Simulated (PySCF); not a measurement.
Calculation: PySCF with PBE-D3(BJ)/def2-TZVP // CAM-B3LYP-D3(BJ)/def2-TZVP. Gas-phase values, no solvent. One relaxed conformer stands for a flexible species; it need not be the lowest. Excitations are Tamm–Dancoff values on a coarser integration grid. The basis has no diffuse functions, so Rydberg states are missing or too high.

Reference species (SMILES): `OB(O)O` (neutral, multiplicity 1).

| Quantity | Value |
|---|---|
| T1 excitation (TDA) | 6.63 eV |
| S1 oscillator strength | 0.001 |
| S1 excitation (TDA) | 6.77 eV |

Changed species: `NB(N)N` (3 of 3 OH replaced by NH2; the reference has 0 of 3 OH replaced by NH2).

Q: What does the change do to the T1 excitation (TDA), S1 oscillator strength and S1 excitation (TDA)?

A: the T1 excitation (TDA) falls by 1.58 eV, to 5.05 eV; the S1 oscillator strength stays essentially unchanged; the S1 excitation (TDA) falls by 1.54 eV, to 5.23 eV.
